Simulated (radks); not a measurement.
The nickel ion Ni5+, configuration [Ar] 3d5. Method: scalar-relativistic Kohn-Sham, LDA (Slater exchange, Perdew-Wang correlation), spin-unpolarised, spherical densities, finite nucleus; Fermi nuclear charge, rms radius 3.7757 fm; computed with a radial shooting solver on a logarithmic mesh with Libxc functionals. Some entries of the table are withheld. Estimate them.

| orbital | occ. | eigenvalue (eV) | <r> (bohr) | <1/r> (bohr^-1) |
|---|---|---|---|---|
| 1s | 2 | (1) | 0.05418 | 28.04 |
| 2s | 2 | -1072.706 | 0.2454 | (2) |
| 2p | 6 | -936.9031 | (3) | (4) |
| 3s | 2 | -197.2004 | 0.7214 | 1.971 |
| 3p | 6 | (5) | 0.7446 | (6) |
| 3d | 5 | -92.5439 | 0.7939 | 1.589 |

Answer. 
(1) 1s eigenvalue (eV): -8286.263
(2) 2s <1/r> (bohr^-1): 6.058
(3) 2p <r> (bohr): 0.2155
(4) 2p <1/r> (bohr^-1): 5.952
(5) 3p eigenvalue (eV): -157.1982
(6) 3p <1/r> (bohr^-1): 1.846
